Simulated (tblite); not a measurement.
A geometry optimisation, step by step.

Species: CH₇BrO₂Si₃.
Atom-mapped SMILES: `[SiH3:1][O:2][Si@@H:3]1[O:4][SiH2:5][C@H:6]1[Br:7]` (hydrogens: H8, H9, H10 on Si1; H11 on Si3; H12, H13 on Si5; H14 on C6)

Computed with GFN2-xTB (tblite), gas phase: L-BFGS steps from a force-field or distance-geometry start until the largest atomic force falls under 0.01 eV/Å. 7 of its 121 geometries are shown.

Step 0: E = -633.4020 eV, largest atomic force 2.251 eV/Å
```
atom  x, y, z in Å  |  force x, y, z in eV/Å
Si1     2.815    0.371    0.271    0.059   0.225   0.021
O2      1.347   -0.278    0.693   -0.103   0.444  -0.101
Si3    -0.238    0.099    0.634    1.829   0.337   0.625
O4     -1.199   -1.139    1.177   -0.028   0.522  -0.141
Si5    -2.380   -0.841    0.055   -1.894  -1.180  -0.293
C6     -1.065   -0.066   -1.075    0.189  -0.208   0.671
Br7    -1.534    1.574   -1.939    0.021   0.256  -0.530
H8      2.998    1.674    0.972   -0.220  -0.477  -0.174
H9      3.907   -0.559    0.636   -0.544   0.061   0.016
H10     2.811    0.599   -1.189   -0.101  -0.080   0.287
H11    -0.546    1.357    1.362    0.175  -0.519  -0.304
H12    -2.952   -2.103   -0.484    0.285   0.452   0.350
H13    -3.403    0.102    0.591    0.583  -0.368  -0.249
H14    -0.560   -0.790   -1.726   -0.254   0.535  -0.178
```

Step 20: E = -633.7526 eV, largest atomic force 0.222 eV/Å
```
atom  x, y, z in Å  |  force x, y, z in eV/Å
Si1     2.809    0.357    0.266    0.054  -0.002  -0.034
O2      1.364   -0.311    0.653    0.031   0.082  -0.016
Si3    -0.163    0.166    0.623   -0.009  -0.070   0.032
O4     -1.203   -0.995    1.165   -0.022  -0.036   0.218
Si5    -2.407   -0.913    0.024    0.070  -0.026   0.025
C6     -1.099    0.018   -1.039   -0.029   0.040  -0.077
Br7    -1.571    1.634   -2.016   -0.068   0.053  -0.023
H8      2.930    1.636    0.975   -0.014  -0.144  -0.022
H9      3.730   -0.684    0.712   -0.042   0.078  -0.041
H10     2.792    0.603   -1.179    0.046  -0.047   0.093
H11    -0.354    1.387    1.378   -0.014   0.059  -0.034
H12    -2.791   -2.263   -0.330    0.027   0.009  -0.042
H13    -3.434   -0.011    0.514   -0.038  -0.008  -0.042
H14    -0.604   -0.623   -1.768    0.008   0.013  -0.037
```

Step 40: E = -633.8140 eV, largest atomic force 0.232 eV/Å
```
atom  x, y, z in Å  |  force x, y, z in eV/Å
Si1     2.840    0.229    0.294   -0.038   0.034   0.008
O2      1.299   -0.241    0.579    0.016  -0.032   0.014
Si3    -0.191    0.347    0.586    0.026   0.000   0.018
O4     -1.272   -0.692    1.288    0.053  -0.054   0.082
Si5    -2.329   -0.985    0.045   -0.054  -0.001  -0.076
C6     -1.151    0.080   -1.044   -0.101   0.140  -0.155
Br7    -1.957    1.695   -1.818    0.048  -0.108   0.057
H8      3.017    1.476    1.037    0.082  -0.077   0.001
H9      3.622   -0.914    0.748   -0.035   0.041   0.033
H10     2.961    0.474   -1.141    0.009  -0.006  -0.026
H11    -0.257    1.643    1.220   -0.067   0.071   0.018
H12    -2.359   -2.405   -0.262    0.013   0.043   0.028
H13    -3.588   -0.309    0.316    0.059  -0.033   0.019
H14    -0.635   -0.399   -1.872   -0.010  -0.019  -0.020
```

Step 60: E = -633.8371 eV, largest atomic force 0.052 eV/Å
```
atom  x, y, z in Å  |  force x, y, z in eV/Å
Si1     2.873    0.165    0.324   -0.047   0.021  -0.007
O2      1.276   -0.063    0.567   -0.011   0.004   0.014
Si3    -0.232    0.474    0.542   -0.004  -0.005  -0.012
O4     -1.238   -0.619    1.276    0.029   0.036   0.013
Si5    -2.262   -1.031    0.036   -0.003   0.024  -0.005
C6     -1.207    0.137   -1.076   -0.031  -0.016  -0.002
Br7    -2.177    1.703   -1.725   -0.018   0.000  -0.020
H8      3.248    1.353    1.088    0.014  -0.018  -0.023
H9      3.479   -1.067    0.814   -0.014  -0.008   0.006
H10     3.035    0.362   -1.115    0.046   0.014   0.002
H11    -0.378    1.797    1.115    0.001  -0.048   0.010
H12    -2.131   -2.452   -0.236   -0.013   0.014  -0.010
H13    -3.578   -0.486    0.319    0.013  -0.024   0.007
H14    -0.709   -0.273   -1.951    0.037   0.007   0.027
```

Step 80: E = -633.8505 eV, largest atomic force 0.059 eV/Å
```
atom  x, y, z in Å  |  force x, y, z in eV/Å
Si1     2.870    0.079    0.340    0.010  -0.016   0.011
O2      1.273    0.393    0.381   -0.006  -0.006  -0.002
Si3    -0.296    0.675    0.495    0.010  -0.008  -0.002
O4     -1.111   -0.562    1.246    0.001  -0.005   0.010
Si5    -2.146   -1.075    0.055    0.001   0.015   0.006
C6     -1.291    0.224   -1.083    0.011  -0.002  -0.008
Br7    -2.450    1.632   -1.784   -0.010  -0.002   0.019
H8      3.498    1.108    1.164   -0.011   0.006   0.003
H9      3.076   -1.266    0.877   -0.045   0.031  -0.023
H10     3.242    0.187   -1.071   -0.005  -0.012   0.011
H11    -0.555    1.932    1.162   -0.002  -0.008  -0.015
H12    -1.861   -2.462   -0.273   -0.003  -0.002   0.005
H13    -3.507   -0.720    0.415    0.035   0.000   0.001
H14    -0.742   -0.146   -1.945    0.014   0.008  -0.016
```

Step 100: E = -633.8682 eV, largest atomic force 0.055 eV/Å
```
atom  x, y, z in Å  |  force x, y, z in eV/Å
Si1     2.759   -0.008    0.370    0.041  -0.018  -0.032
O2      1.303    0.714    0.224   -0.048   0.004   0.006
Si3    -0.282    0.827    0.414    0.019  -0.008  -0.007
O4     -0.931   -0.482    1.205    0.001  -0.006   0.026
Si5    -1.953   -1.110    0.059   -0.022   0.032   0.006
C6     -1.304    0.278   -1.111    0.003   0.016  -0.006
Br7    -2.673    1.566   -1.641   -0.027   0.010  -0.018
H8      3.514    0.855    1.270    0.001   0.024   0.041
H9      2.579   -1.355    0.902   -0.008  -0.015   0.005
H10     3.297   -0.015   -0.989   -0.027  -0.007  -0.001
H11    -0.627    2.058    1.090    0.020  -0.005  -0.004
H12    -1.562   -2.477   -0.241    0.025   0.028  -0.020
H13    -3.329   -0.862    0.455    0.004  -0.029   0.026
H14    -0.791    0.011   -2.029    0.016  -0.024  -0.022
```

Step 120: E = -633.8745 eV, largest atomic force 0.006 eV/Å
```
atom  x, y, z in Å  |  force x, y, z in eV/Å
Si1     2.701   -0.062    0.384    0.004  -0.002   0.004
O2      1.302    0.748    0.150    0.000   0.000   0.000
Si3    -0.276    0.900    0.376   -0.002  -0.001   0.000
O4     -0.906   -0.391    1.213    0.002   0.000   0.001
Si5    -1.871   -1.103    0.069   -0.005  -0.002   0.002
C6     -1.323    0.313   -1.119    0.000   0.003  -0.004
Br7    -2.768    1.541   -1.591    0.002  -0.002   0.001
H8      3.447    0.749    1.341    0.000   0.000   0.000
H9      2.413   -1.400    0.896   -0.001  -0.001  -0.001
H10     3.297   -0.097   -0.949    0.002   0.002  -0.002
H11    -0.583    2.146    1.040   -0.001   0.001  -0.001
H12    -1.348   -2.417   -0.268    0.001   0.001   0.001
H13    -3.254   -0.999    0.494    0.000   0.000  -0.001
H14    -0.832    0.070   -2.057   -0.003   0.000   0.000
```

**Question.** Summarise the path.

**Answer.** The energy falls by 45.59 kJ/mol from step 0 to step 120; nine tenths of that is first reached at step 47. It rises by more than 0.2 meV at steps 72, 76 and 79. The largest force goes from 2.251 to 0.006 eV/Å. Among the bonds C6–Br7 changes most (a near tie, within 0.001 Å, with another), from 1.912 to 1.954 Å; the atoms move by 1.058 Å rms after alignment.

**Question.** Follow the three bonds and two angles with the largest change from start to end.

**Answer.** 
```tsv
step	E above end (kJ/mol)	largest force (eV/Å)	C6–Br7 (Å)	Si3–H11 (Å)	Si5–H13 (Å)	Si1–O2–Si3 (°)	Br7–C6–H14 (°)
0	45.59	2.251	1.912	1.486	1.492	139.5	114.3
5	19.38	0.366	1.952	1.450	1.451	139.7	106.1
10	15.70	0.241	1.951	1.450	1.452	138.3	104.9
16	12.88	0.129	1.945	1.452	1.456	136.9	104.9
21	11.37	0.264	1.954	1.450	1.452	135.6	105.3
26	9.46	0.204	1.949	1.447	1.457	136.9	105.6
31	8.00	0.135	1.953	1.450	1.451	136.4	103.8
37	6.76	0.105	1.955	1.446	1.454	138.0	105.9
42	5.40	0.100	1.951	1.449	1.453	141.8	105.3
47	4.47	0.070	1.954	1.447	1.451	143.4	105.2
52	4.01	0.079	1.954	1.448	1.452	146.3	105.5
57	3.74	0.059	1.956	1.447	1.451	150.0	105.3
63	3.36	0.102	1.952	1.448	1.451	152.8	105.5
68	3.13	0.067	1.957	1.447	1.451	159.2	105.1
73	2.74	0.179	1.956	1.446	1.451	175.2	105.3
78	2.47	0.078	1.953	1.446	1.452	178.0	105.2
83	2.17	0.044	1.954	1.446	1.453	172.9	105.0
89	1.37	0.122	1.955	1.446	1.453	161.7	105.2
94	0.92	0.075	1.955	1.445	1.453	158.4	105.5
99	0.65	0.046	1.953	1.446	1.452	155.4	105.4
104	0.22	0.069	1.953	1.446	1.451	151.7	105.3
110	0.06	0.035	1.955	1.444	1.452	151.7	105.4
115	0.02	0.016	1.953	1.444	1.451	151.0	105.4
120	0.00	0.006	1.954	1.445	1.451	150.6	105.4
```

The cost below is that of the whole relaxation. On Arm Neoverse V2, one thread, no GPU (shared host), this took 0.96 s of wall time.
